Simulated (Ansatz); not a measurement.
Program: Ansatz. Geometries: PBE0-D4/def2-TZVP. ΔE: electronic, gas phase. CBS: MP2 limit from def2 TZ/QZ plus the TZ coupled-cluster correction, frozen cores. This one scheme is used for every species. DFT in def2-TZVPP. B3LYP here is the variant with VWN-RPA as its local correlation; programs differ in this. For Ge outer-core shells are correlated without core-valence functions, which leaves a few kJ/mol of doubt a bond. Scalar relativity is left out up to krypton. One conformer a species, not always the lowest.

Reaction (hydrogenolysis of a C–S bond): `S[CH]1[NH][GeH2]1` + H₂ → `[CH2]1[NH][GeH2]1` + H₂S

**Question.** Is it downhill or uphill in electronic energy at CCSD(T)/CBS, and by how much? (Best estimate.)

**Answer.** Ansatz gave: Downhill: ΔE = -64.6 kJ/mol.

**Question.** What do these levels give: r2SCAN-D4, B2PLYP, PBE, PBE0, B3LYP, SCS-MP2/def2-QZVPP? (Best estimate.)

**Answer.** The calculation gave: r2SCAN-D4 -60.6, B2PLYP -68.5, PBE -61.4, PBE0 -68.2, B3LYP -72.7, SCS-MP2/def2-QZVPP -63.4 kJ/mol.

Largest T1 diagnostic among the species: 0.013.

In def2-TZVPP, CCSD(T) changes the Hartree–Fock value by +22.0 kJ/mol (the triples alone add +6.5 kJ/mol) and MP2 by +30.8 kJ/mol. From PBE to PBE0 (25 % exact exchange), in def2-TZVPP and without D4, ΔE moves by −6.8 kJ/mol.
